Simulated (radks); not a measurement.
Results of a calculation; reference values are marked as such.
Problem. All-electron atom: the vanadium ion V5+ in [Ar]. Level of theory: scalar-relativistic Kohn-Sham, PBE, spin-polarised, spherical densities, finite nucleus; Fermi nuclear charge, rms radius 3.6002 fm (a radial shooting solver on a logarithmic mesh with Libxc functionals). Some entries of the table are withheld. Estimate them.

| orbital | occ. | eigenvalue (hartree) | <1/r> (bohr^-1) | r(max) (bohr) |
|---|---|---|---|---|
| 1s | 2 | -200.0791 | 22.84 | 0.04349 |
| 2s | 2 | -25.16875 | (1) | 0.2556 |
| 2p | 6 | -21.50683 | (2) | 0.2082 |
| 3s | 2 | -5.31705 | 1.558 | 0.8030 |
| 3p | 6 | -4.31559 | 1.450 | 0.8181 |

Solution. 
(1) 2s <1/r> (bohr^-1): 4.800
(2) 2p <1/r> (bohr^-1): 4.700
